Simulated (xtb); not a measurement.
C₂H₉AlO₄Si, charge +1, doublet, from a rough starting geometry (GFN-xTB shapes and energies of metal compounds can be far from the true ones) (a state made from the parent by changing its charge; the spin is typed, not shown lowest); xtb 6.7.1 with GFN2-xTB.

Here is a job for xtb.
```
$ xtb mol.xyz --gfn 2 --chrg 1 --uhf 1 --opt vtight --json

# file mol.xyz
17

Al    -0.02862634     0.98526499     0.65825587
C      1.17266629     2.40901712    -0.08675850
H      2.25500732     2.09693491     0.17089207
H      1.05381152     3.37609831     0.44822748
H      1.06777623     2.52529552    -1.12407483
C     -1.27753414     1.13847138     2.19368921
H     -2.00328232     0.24718945     2.20962961
H     -1.80796044     1.97192972     2.19679841
H     -0.75950683     1.10116052     3.15188653
O     -0.01528030    -0.46476054    -0.16711912
Si     0.07392398    -1.75026518    -1.06320923
O      1.21233991    -2.79849427    -0.38882904
O      0.34654150    -1.49453654    -2.59447925
O     -1.33568367    -2.63253837    -1.06634563
H      0.97028029    -3.59541138    -0.04613322
H      1.23670011    -0.94342578    -2.82040761
H     -2.06899967    -2.24025668    -1.45484096
```

Question: Predict the main parts of the log of this xtb run.

Answer: 
```
   ID    Z sym.   atoms
    1   13 Al     1
    2    6 C      2, 6
    3    1 H      3-5, 7-9, 15-17
    4    8 O      10, 12-14
    5   14 Si     11

           -------------------------------------------------
          |                Calculation Setup                |
           -------------------------------------------------

           -------------------------------------------------
          |                 G F N 2 - x T B                 |
           -------------------------------------------------

          ...................................................
          :                      SETUP                      :
          :.................................................:
          :  # basis functions                  53          :
          :  # atomic orbitals                  51          :
          :  # shells                           27          :
          :  # electrons                        47          :
          :  max. iterations                   250          :
          :  Hamiltonian                  GFN2-xTB          :
          :  restarted?                      false          :
          :  GBSA solvation                  false          :
          :  PC potential                    false          :
          :  electronic temp.          300.0000000     K    :
          :  accuracy                    1.0000000          :
          :  -> integral cutoff          0.2500000E+02      :
          :  -> integral neglect         0.1000000E-07      :
          :  -> SCF convergence          0.1000000E-05 Eh   :
          :  -> wf. convergence          0.1000000E-03 e    :
          :  Broyden damping             0.4000000          :
          :  net charge                          1          :
          :  unpaired electrons                  1          :
          ...................................................

 iter      E             dE          RMSdq      gap      omega  full diag
   1    -27.8475219 -0.278475E+02  0.106E+01    4.79       0.0  T
   2    -27.7132178  0.134304E+00  0.704E+00    4.13       1.0  T
   3    -27.7440206 -0.308027E-01  0.579E+00    3.77       1.0  T
   4    -27.8485980 -0.104577E+00  0.303E+00    4.12       1.0  T
   5    -27.8869183 -0.383203E-01  0.185E+00    4.25       1.0  T
   6    -27.9079587 -0.210404E-01  0.117E+00    4.46       1.0  T
   7    -27.9108473 -0.288861E-02  0.106E+00    4.53       1.0  T
   8    -27.9140906 -0.324326E-02  0.820E-01    4.64       1.0  T
   9    -27.9213030 -0.721242E-02  0.556E-01    4.64       1.0  T
  10    -27.7470955  0.174208E+00  0.260E+00    4.37       1.0  T
  11    -27.9176703 -0.170575E+00  0.625E-01    4.63       1.0  T
  12    -27.9205470 -0.287663E-02  0.523E-01    4.64       1.0  T
  13    -27.9214084 -0.861454E-03  0.482E-01    4.65       1.0  T
  14    -27.9217794 -0.370936E-03  0.461E-01    4.65       1.0  T
  15    -27.9228612 -0.108183E-02  0.409E-01    4.66       1.0  T
  16    -27.9222561  0.605040E-03  0.451E-01    4.66       1.0  T
  17    -27.9253825 -0.312639E-02  0.210E-01    4.66       1.0  T
  18    -27.9257579 -0.375393E-03  0.132E-01    4.67       1.0  T
  19    -27.9255266  0.231334E-03  0.155E-01    4.67       1.0  T
  20    -27.9259478 -0.421173E-03  0.114E-01    4.67       1.0  T
  21    -27.9145408  0.114069E-01  0.656E-01    4.67       1.0  T
  22    -27.9247451 -0.102042E-01  0.237E-01    4.66       1.0  T
  23    -27.9261230 -0.137793E-02  0.558E-02    4.67       1.0  T
  24    -27.9261957 -0.726589E-04  0.736E-03    4.67       3.3  T
  25    -27.9261820  0.137019E-04  0.228E-02    4.67       1.1  T
  26    -27.9261962 -0.142734E-04  0.353E-03    4.67       6.9  T
  27    -27.9261937  0.251973E-05  0.103E-02    4.67       2.3  T
  28    -27.9261965 -0.280014E-05  0.169E-03    4.67      14.4  T
  29    -27.9261966 -0.742667E-07  0.541E-05    4.67     448.7  T
  30    -27.9261966  0.353269E-08  0.371E-04    4.67      65.3  T

[...]
 * total energy  :   -27.7066306 Eh     change       -0.3911261E-05 Eh
 * total energy  :   -27.7066328 Eh     change       -0.2197320E-05 Eh
 * total energy  :   -27.7066338 Eh     change       -0.1010276E-05 Eh
 * total energy  :   -27.7066345 Eh     change       -0.7237213E-06 Eh
 * total energy  :   -27.7066352 Eh     change       -0.7026165E-06 Eh
 * total energy  :   -27.7066360 Eh     change       -0.8025180E-06 Eh
 * total energy  :   -27.7066368 Eh     change       -0.8340841E-06 Eh
 * total energy  :   -27.7066375 Eh     change       -0.6751581E-06 Eh
 * total energy  :   -27.7066379 Eh     change       -0.3422664E-06 Eh
 * total energy  :   -27.7066380 Eh     change       -0.1554629E-06 Eh
 * total energy  :   -27.7066381 Eh     change       -0.1184225E-06 Eh
 * total energy  :   -27.7066382 Eh     change       -0.9479799E-07 Eh
   *** GEOMETRY OPTIMIZATION CONVERGED AFTER 63 ITERATIONS ***
         :: total energy             -27.706638226602 Eh    ::
[...]
       ...                                ...                  ...
        51                          0.9444868              25.7008
      -------------------------------------------------------------
                  HL-Gap            0.1673407 Eh            4.5536 eV
             Fermi-level           -0.5296189 Eh          -14.4117 eV

     #   Z          covCN         q      C6AA      α(0)
     1  13 Al       2.455     0.427    95.721    20.216
     2   6 C        3.603    -0.154    24.123     7.101
     3   1 H        0.924     0.149     1.397     1.848
     4   1 H        0.925     0.141     1.456     1.887
     5   1 H        0.924     0.149     1.396     1.848
     6   6 C        3.602    -0.154    24.127     7.102
     7   1 H        0.924     0.157     1.347     1.815
     8   1 H        0.925     0.140     1.462     1.891
     9   1 H        0.925     0.142     1.447     1.881
    10   8 O        1.503    -0.407    21.103     6.195
    11  14 Si       3.150     0.713   141.537    25.361
    12   8 O        1.576    -0.447    21.834     6.305
    13   8 O        1.576    -0.443    21.754     6.294
    14   8 O        1.576    -0.443    21.745     6.292
    15   1 H        0.810     0.342     0.605     1.222
    16   1 H        0.810     0.345     0.600     1.217
    17   1 H        0.810     0.343     0.604     1.221

 Mol. C6AA /au·bohr⁶  :       3418.401279
 Mol. C8AA /au·bohr⁸  :     128520.610513
 Mol. α(0) /au        :         99.695370

Wiberg/Mayer (AO) data.
largest (>0.10) Wiberg bond orders for each atom

 ---------------------------------------------------------------------------
     #   Z sym  total        # sym  WBO       # sym  WBO       # sym  WBO
 ---------------------------------------------------------------------------
     1  13 Al   3.653 --    10 O    1.492     2 C    0.860     6 C    0.855
     2   6 C    3.825 --     4 H    0.916     3 H    0.904     5 H    0.903
                             1 Al   0.860     6 C    0.174
     3   1 H    0.977 --     2 C    0.904
     4   1 H    0.978 --     2 C    0.916
     5   1 H    0.977 --     2 C    0.903
     6   6 C    3.824 --     8 H    0.914     9 H    0.910     7 H    0.901
                             1 Al   0.855     2 C    0.174
     7   1 H    0.975 --     6 C    0.901
     8   1 H    0.979 --     6 C    0.914
     9   1 H    0.979 --     6 C    0.910
    10   8 O    2.472 --     1 Al   1.492    11 Si   0.780
    11  14 Si   4.430 --    12 O    1.197    13 O    1.190    14 O    1.188
                            10 O    0.780
    12   8 O    2.206 --    11 Si   1.197    15 H    0.865
    13   8 O    2.213 --    11 Si   1.190    16 H    0.864
    14   8 O    2.212 --    11 Si   1.188    17 H    0.865
    15   1 H    0.883 --    12 O    0.865
    16   1 H    0.881 --    13 O    0.864
    17   1 H    0.882 --    14 O    0.865
 ---------------------------------------------------------------------------

Topologies differ in total number of bonds
Writing topology from bond orders to xtbtopo.mol

molecular dipole:
                 x           y           z       tot (Debye)
 q only:       -0.020       1.583       1.020
   full:       -0.024       1.767       1.134       5.337
molecular quadrupole (traceless):
                xx          xy          yy          xz          yz          zz
 q only:       -8.620       3.209       9.150      -5.313      10.436      -0.530
  q+dip:       -8.377       3.635       8.740      -5.890       9.914      -0.363
   full:       -7.670       2.153       8.161      -3.626       9.531      -0.491

optimized geometry written to: xtbopt.xyz

           -------------------------------------------------
          | TOTAL ENERGY              -27.706638226602 Eh   |
          | GRADIENT NORM               0.000078534863 Eh/α |
          | HOMO-LUMO GAP               4.553572032891 eV   |
           -------------------------------------------------

normal termination of xtb
```
